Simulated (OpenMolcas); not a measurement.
Os6+ among 4 point charges of -1.5 e arranged as a square (D4h), 2.19 Å from the ion.
```
   2.1900    0.0000    0.0000  -1.50
   0.0000    2.1900    0.0000  -1.50
  -2.1900    0.0000    0.0000  -1.50
   0.0000   -2.1900    0.0000  -1.50
```

```json
{
 "Program": "OpenMolcas 26.06",
 "Method": "CASSCF",
 "Basis": "ANO-RCC-VDZP [7s6p4d2f1g]",
 "Scalar Hamiltonian": "DKH2, point nucleus",
 "Active space": "2 electrons in 5 orbitals (5d)",
 "State averaging": "2S+1 = 3 even, 10 roots; 2S+1 = 1 even, 15 roots",
 "Spin-orbit coupling": "state interaction with AMFI integrals over the reference wave functions"
}
```

Problem. What is the spin-free ground state (labels of D4, the rotations of D4h)?

Solution. 3A2, 1-fold in its orbital part, 93 % from free-ion F terms; it has the highest spin that d2 allows.

Problem. Where is the first state of the same spin?

Solution. 3E at 822 cm-1 above the ground state.

Problem. What are the lowest two levels with spin-orbit coupling?

Solution. A 1-fold level A1, then a 2-fold level E 2167 cm-1 above it. Their leading multiplicities are 3 (91 %) and 3 (92 %).

Problem. What is χT at 300 K, and how does it compare with the textbook value?

Solution. The lowest level has 2S+1 = 3, for which the spin-only value is χT = S(S+1) / 2 = 1.000 cm3 K/mol (g = 2). The computed 0.053 at 300 K differs by -0.947, through orbital momentum, spin-orbit coupling and any other state in reach.

Spin-orbit coupling mixes the spin-free states strongly: the lowest level takes only 54 % from its leading state, 3E, which lies 822 cm-1 above the lowest spin-free state. Without dynamic correlation the repulsion within the d shell is too large (B by tens of per cent), so at a given field states of lower spin stand too high. Point charges carry no covalency, so the field is a model and not that of real ligands. No measured value stands beside these numbers.
